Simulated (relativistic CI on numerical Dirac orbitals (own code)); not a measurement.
# Electric-dipole transitions in W³⁶⁺

Computed by Dirac-Coulomb-Breit CI, separate exchange-only KLI orbitals for each configuration, model QED (radiative potential, 1s self-energy scaled to tabulated hydrogen-like ionisation energies), unscaled Slater integrals (own radial code, finite nucleus).

Configuration list (outside the closed core [Ar] 3d10): 4s²4p⁶4d², 4s²4p⁶4d4f, 4s²4p⁵4d³, 4s4p⁶4d³, 4s²4p⁵4d²4f, 4s4p⁶4d²4f, 4s²4p⁶4d5s, 4s²4p⁶4f5s, 4s²4p⁶4d5p, 4s²4p⁶4f², 4s²4p⁵4f³, 4s4p⁶4f³, 4s²4p⁶4f5p, 4s²4p⁵4f²5p, 4s4p⁶4f²5p. Double excitations out of closed p, d and f shells are left out; levels of such configurations are missing from the list, as are those of other unlisted configurations, and high levels can miss mixing partners.

| λ vac (nm) | Lower | Upper | A (s⁻¹) | gf | Branching (%) |
| --- | --- | --- | --- | --- | --- |
| 4.3724 | 4s²4p⁶4d² ³F2 [1] | 4s²4p⁵4d³ ³D°1 [110] | 2.56e+12 | 2.21e+00 | 63.3 |
| 4.4325 | 4s²4p⁶4d² ³P2 [4] | 4s²4p⁵4d³ ³S°1 [126] | 2.99e+12 | 2.64e+00 | 67.7 |
| 4.4534 | 4s²4p⁶4d² ³P2 [4] | 4s²4p⁵4d³ ³F°3 [124] | 1.33e+12 | 2.76e+00 | 35.1 |
| 4.4625 | 4s²4p⁶4d² ³P1 [6] | 4s²4p⁵4d³ ³D°2 [125] | 1.80e+12 | 2.69e+00 | 61.3 |
| 4.4735 | 4s²4p⁶4d² ¹G4 [5] | 4s²4p⁵4d³ ³F°3 [124] | 1.75e+12 | 3.68e+00 | 46.3 |
| 4.4786 | 4s²4p⁶4d² ¹G4 [5] | 4s²4p⁵4d³ ³F°4 [123] | 3.13e+12 | 8.47e+00 | 82.2 |
| 4.5296 | 4s²4p⁶4d² ³P2 [8] | 4s²4p⁵4d³ ³D°3 [136] | 1.84e+12 | 3.97e+00 | 72.3 |
| 4.5340 | 4s²4p⁶4d² ³F4 [7] | 4s²4p⁵4d³ ³D°3 [133] | 2.08e+12 | 4.49e+00 | 70.5 |
| 4.5388 | 4s²4p⁶4d² ³F3 [3] | 4s²4p⁵4d³ ³D°2 [118] | 1.84e+12 | 2.84e+00 | 79.6 |
| 4.5390 | 4s²4p⁶4d² ³F4 [7] | 4s²4p⁵4d³ ³G°5 [131] | 2.52e+12 | 8.56e+00 | 98.2 |
| 4.5419 | 4s²4p⁶4d² ³F4 [7] | 4s²4p⁵4d³ ³F°4 [130] | 3.09e+12 | 8.61e+00 | 98.9 |
| 4.6602 | 4s²4p⁶4d² ³F2 [1] | 4s²4p⁵4d³ ³F°2 [102] | 2.71e+12 | 4.40e+00 | 97.3 |
| 4.8100 | 4s²4p⁶4d² ³F3 [3] | 4s²4p⁵4d³ ³G°4 [105] | 1.20e+12 | 3.74e+00 | 82.6 |
| 4.8428 | 4s²4p⁶4d² ³F3 [3] | 4s²4p⁵4d³ ⁵G°3 [103] | 1.07e+12 | 2.64e+00 | 60.3 |
| 4.8615 | 4s²4p⁶4d² ¹G4 [5] | 4s²4p⁵4d³ ¹H°5 [108] | 1.56e+12 | 6.07e+00 | 98.1 |
| 4.8942 | 4s²4p⁶4d² ³P2 [4] | 4s²4p⁵4d³ ³D°2 [104] | 1.23e+12 | 2.20e+00 | 67.4 |
| 5.2452 | 4s²4p⁶4d² ³F2 [1] | 4s²4p⁶4d4f ³G°3 [86] | 2.49e+12 | 7.20e+00 | 98.5 |
| 5.4553 | 4s²4p⁶4d² ³F3 [3] | 4s²4p⁶4d4f ³G°4 [94] | 7.48e+11 | 3.01e+00 | 58.3 |
| 5.5800 | 4s²4p⁶4d² ¹G4 [5] | 4s²4p⁶4d4f ³G°5 [95] | 6.61e+11 | 3.39e+00 | 75.8 |
| 6.0897 | 4s²4p⁶4d² ³F4 [7] | 4s²4p⁵4d³ ³D°3 [89] | 6.97e+11 | 2.71e+00 | 82.8 |

Terms are leading LS components. Brackets give the number of a level in order of energy, since labels repeat. The list gives strong lines, with weight on those to low levels, without lines whose two gauges differ by over a factor of 2.5, among the lowest 200 of 1718 levels, so that lines to higher ones, which can be the strongest, are missing. Levels whose partners in the same complex of configurations lie outside the list can be far off, and so can their lines. Rates are taken at the computed energies, electric ones in the length gauge.

At this charge energies of transitions that change n are usually good to better than 1 %, and those within a shell (Δn = 0) to a few per cent. Terms inside the open d or f shell come out 10 to 20 % too wide with unscaled integrals.

LS names give the leading component of a level, which can be under half, so a name can repeat, a term be missing and a line seem to break the LS rules.
